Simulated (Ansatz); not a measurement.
Program: Ansatz 0.2.0.

Basis-set series for FI3Ti, SMILES `[F][Ti]([I])([I])[I]`. Total charge 0; spin multiplicity 1. I: def2 effective core potential. Geometry: relaxed with PBE0-D4/def2-TZVP.

Cartesian coordinates in Å:
```
F -0.8266 -1.6301 0.5056
Ti -0.0720 -0.1419 0.0440
I 1.2371 0.7926 2.0009
I 1.5033 -0.5513 -1.8969
I -1.8418 1.5307 -0.6535
```

| functional | basis | functions | energy (Eh) | HOMO (eV) | LUMO (eV) |
| --- | --- | --- | --- | --- | --- |
| PBE0-D4 | def2-TZVPP | 245 | -1842.48854 | -7.82 | -3.68 |
| PBE0-D4 | def2-QZVPP | 396 | -1842.51292 | -7.82 | -3.69 |
| ωB97M-V | def2-TZVPP | 245 | -1842.59165 | -9.77 | -1.81 |
| ωB97M-V | def2-QZVPP | 396 | -1842.61452 | -9.78 | -1.81 |

(1) Give the rows for def2-SVP. (An estimate is asked.)

Answers

(1) The calculation gave: 
| functional | basis | functions | energy (Eh) | HOMO (eV) | LUMO (eV) |
| --- | --- | --- | --- | --- | --- |
| PBE0-D4 | def2-SVP | 123 | -1842.22127 | -7.79 | -3.77 |
| ωB97M-V | def2-SVP | 123 | -1842.32022 | -9.71 | -1.87 |

Scalar relativity is left out up to krypton.
